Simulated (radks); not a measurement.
Values are calculated unless marked as measured or tabulated.
Tm XIV, configuration [Kr] 4d10 4f9 5s1.

Code: a radial shooting solver on a logarithmic mesh with Libxc functionals. Model: Dirac Kohn-Sham, PBE, spin-unpolarised, spherical densities, finite nucleus; open shells fill j = l - 1/2 first; Fermi nuclear charge, rms radius 5.2256 fm.

Energy parts (hartree):
| part | energy |
|---|---|
| total | -13526.0779 |
| kinetic | 14978.5679 |
| electron-nucleus | -32971.0768 |
| Hartree | 4743.7254 |
| exchange-correlation | -277.2945 |

Orbitals (lengths in bohr, moments of r in powers of bohr; r(max) is where P^2 peaks):
[
 {"orbital": "1s1/2", "occ.": "2", "eigenvalue (hartree)": "-2185.625", "r(max)": "0.01261", "<r^4>": "8.082e-07", "small-component weight": "6.68e-02"},
 {"orbital": "2s1/2", "occ.": "2", "eigenvalue (hartree)": "-376.7383", "r(max)": "0.07207", "<r^4>": "0.0001243", "small-component weight": "1.50e-02"},
 {"orbital": "2p1/2", "occ.": "2", "eigenvalue (hartree)": "-359.6051", "r(max)": "0.05403", "<r^4>": "0.00007587", "small-component weight": "1.50e-02"},
 {"orbital": "2p3/2", "occ.": "4", "eigenvalue (hartree)": "-323.5784", "r(max)": "0.06034", "<r^4>": "0.0001046", "small-component weight": "1.38e-02"},
 {"orbital": "3s1/2", "occ.": "2", "eigenvalue (hartree)": "-92.28978", "r(max)": "0.2035", "<r^4>": "0.004687", "small-component weight": "4.84e-03"},
 {"orbital": "3p1/2", "occ.": "2", "eigenvalue (hartree)": "-84.73902", "r(max)": "0.1911", "<r^4>": "0.004193", "small-component weight": "4.79e-03"},
 {"orbital": "3p3/2", "occ.": "4", "eigenvalue (hartree)": "-77.12825", "r(max)": "0.2043", "<r^4>": "0.005323", "small-component weight": "4.43e-03"},
 {"orbital": "3d3/2", "occ.": "4", "eigenvalue (hartree)": "-64.22975", "r(max)": "0.1611", "<r^4>": "0.003717", "small-component weight": "4.31e-03"},
 {"orbital": "3d5/2", "occ.": "6", "eigenvalue (hartree)": "-62.56635", "r(max)": "0.1647", "<r^4>": "0.004000", "small-component weight": "4.21e-03"},
 {"orbital": "4s1/2", "occ.": "2", "eigenvalue (hartree)": "-25.87277", "r(max)": "0.4635", "<r^4>": "0.1095", "small-component weight": "1.59e-03"},
 {"orbital": "4p1/2", "occ.": "2", "eigenvalue (hartree)": "-22.81934", "r(max)": "0.4648", "<r^4>": "0.1206", "small-component weight": "1.51e-03"},
 {"orbital": "4p3/2", "occ.": "4", "eigenvalue (hartree)": "-21.06039", "r(max)": "0.4922", "<r^4>": "0.1512", "small-component weight": "1.38e-03"},
 {"orbital": "4d3/2", "occ.": "4", "eigenvalue (hartree)": "-16.00874", "r(max)": "0.4920", "<r^4>": "0.1917", "small-component weight": "1.21e-03"},
 {"orbital": "4d5/2", "occ.": "6", "eigenvalue (hartree)": "-15.67959", "r(max)": "0.5006", "<r^4>": "0.2051", "small-component weight": "1.18e-03"},
 {"orbital": "5s1/2", "occ.": "1", "eigenvalue (hartree)": "-10.09531", "r(max)": "0.9979", "<r^4>": "2.030", "small-component weight": "4.82e-04"},
 {"orbital": "4f5/2", "occ.": "6", "eigenvalue (hartree)": "-9.41918", "r(max)": "0.4704", "<r^4>": "0.3769", "small-component weight": "8.68e-04"},
 {"orbital": "4f7/2", "occ.": "3", "eigenvalue (hartree)": "-9.35869", "r(max)": "0.4744", "<r^4>": "0.3884", "small-component weight": "8.56e-04"},
 {"orbital": "5p1/2", "occ.": "0", "eigenvalue (hartree)": "-9.02578", "r(max)": "1.045", "<r^4>": "2.520", "small-component weight": "4.40e-04"},
 {"orbital": "5p3/2", "occ.": "0", "eigenvalue (hartree)": "-8.61611", "r(max)": "1.098", "<r^4>": "2.998", "small-component weight": "4.13e-04"},
 {"orbital": "6s1/2", "occ.": "0", "eigenvalue (hartree)": "-5.48279", "r(max)": "1.861", "<r^4>": "18.60", "small-component weight": "2.29e-04"}
]

The highest occupied level is 4f7/2 at -254.66 eV. The electron density at the nucleus is 9.495e+05 e/bohr^3. The density falls to 0.001 e/bohr^3 at r = 2.01 bohr.
